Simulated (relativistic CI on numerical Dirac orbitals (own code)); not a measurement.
# Level scheme of Se25+

Method of calculation: Dirac-Coulomb-Breit CI, KLI orbitals optimised for each configuration, QED by a radiative potential, unscaled Slater integrals (own radial code, finite nucleus).

CI space (outside the closed core 1s2): 2s2 2p5, 2s 2p6, 2p6 3s, 2p6 3p, 2p6 3d, 2s2 2p4 3s, 2s2 2p4 3p, 2s2 2p4 3d, 2s 2p5 3s, 2s 2p5 3p, 2s 2p5 3d, 2s2 2p4 4s, 2s2 2p4 4p, 2s2 2p4 4d, 2s2 2p4 4f, 2s 2p5 4s. Levels of other configurations are missing.

The lowest level is 2s2 2p5 2P°_3/2, with 100 % of that term; Hund's rules for 2s2 2p5 give 2P° with J = 3/2, in agreement.

| No. | Configuration | Term | J | E (Ry) | % | Next component (%) | Lifetime (s) |
| --- | --- | --- | --- | --- | --- | --- | --- |
| 1 | 2s2 2p5 | 2P° | 3/2 | 0.000 | 100 |  |  |
| 2 | 2s2 2p5 | 2P° | 1/2 | 3.150 | 100 |  | 1.36e-06 |
| 3 | 2s 2p6 | 2S | 1/2 | 15.600 | 100 |  | 4.31e-12 |
| 4 | 2p4(3P) 3s | 4P | 5/2 | 110.210 | 82 | 18 2D | 1.50e-12 |
| 5 | 2p4(3P) 3s | 2P | 3/2 | 110.559 | 61 | 21 2D | 1.44e-13 |
| 6 | 2p4(3P) 3s | 4P | 1/2 | 111.629 | 44 | 43 2S | 3.61e-13 |
| 7 | 2p4(3P) 3s | 4P | 3/2 | 113.200 | 81 | 18 2P | 5.01e-13 |
| 8 | 2p4(3P) 3s | 2P | 1/2 | 113.476 | 70 | 28 4P | 1.35e-13 |
| 9 | 2p4(3P) 3p | 4P° | 3/2 | 113.506 | 45 | 22 2P° | 7.48e-11 |
| 10 | 2p4(3P) 3p | 4D° | 5/2 | 113.643 | 33 | 31 4P° | 8.55e-11 |
| 11 | 2p4(1D) 3s | 2D | 5/2 | 114.148 | 82 | 18 4P | 2.81e-13 |
| 12 | 2p4(1D) 3s | 2D | 3/2 | 114.250 | 77 | 21 2P | 1.94e-13 |
| 13 | 2p4(3P) 3p | 2P° | 1/2 | 114.287 | 61 | 21 4P° | 6.18e-11 |
| 14 | 2p4(3P) 3p | 2D° | 5/2 | 114.353 | 52 | 37 4P° | 6.23e-11 |
| 15 | 2p4(3P) 3p | 4D° | 7/2 | 114.411 | 80 | 19 2F° | 7.06e-11 |
| 16 | 2p4(1S) 3p | 2P° | 1/2 | 115.044 | 39 | 38 4D° | 2.47e-11 |
| 17 | 2p4(3P) 3p | 2D° | 3/2 | 115.462 | 35 | 34 4S° | 1.90e-11 |
| 18 | 2p4(3P) 3p | 4D° | 3/2 | 115.872 | 42 | 37 2P° | 4.67e-11 |
| 19 | 2p4(3P) 3p | 4P° | 1/2 | 116.398 | 62 | 17 2S° | 1.54e-10 |
| 20 | 2p4(3P) 3p | 2P° | 3/2 | 116.762 | 43 | 30 4D° | 5.21e-11 |
| 21 | 2p4(3P) 3p | 4D° | 5/2 | 117.289 | 57 | 23 4P° | 7.06e-11 |
| 22 | 2p4(1D) 3p | 2F° | 5/2 | 117.465 | 66 | 25 2D° | 8.46e-11 |
| 23 | 2p4(3P) 3p | 2S° | 1/2 | 117.512 | 35 | 32 2P° | 6.15e-11 |
| 24 | 2p4(3P) 3p | 2D° | 3/2 | 117.563 | 54 | 27 4S° | 4.55e-11 |
| 25 | 2p4(1S) 3s | 2S | 1/2 | 117.716 | 54 | 27 4P | 2.23e-13 |
| 26 | 2p4(1D) 3p | 2F° | 7/2 | 118.221 | 80 | 19 4D° | 5.50e-11 |
| 27 | 2p4(1D) 3p | 2D° | 3/2 | 118.280 | 47 | 39 2P° | 1.42e-11 |
| 28 | 2p4(3P) 3d | 4D | 5/2 | 118.445 | 59 | 13 2D | 5.40e-11 |
| 29 | 2p4(3P) 3d | 4D | 3/2 | 118.475 | 45 | 22 2D | 5.12e-12 |
| 30 | 2p4(3P) 3d | 4D | 7/2 | 118.523 | 59 | 26 4F | 7.77e-11 |

Energies count from the lowest computed level; ° marks odd parity; lifetimes are radiative, by E1, M1, E2, M2 decay to levels of this space only. Percentages are summed over parent terms; the parents shown are those of the largest component, closed shells are left out there.

The mean weight of the leading LS term, summed over parents, in these 30 levels is 61 %, and that of the leading jj configuration (from the same eigenvectors) 92 %, so jj coupling describes them better and the LS labels are nominal.

At this charge energies of transitions that change n are usually good to better than 1 %, and those within a shell (Δn = 0) to a few per cent.

LS names give the leading component of a level, which can be under half, so a name can repeat, a term be missing and a line seem to break the LS rules.
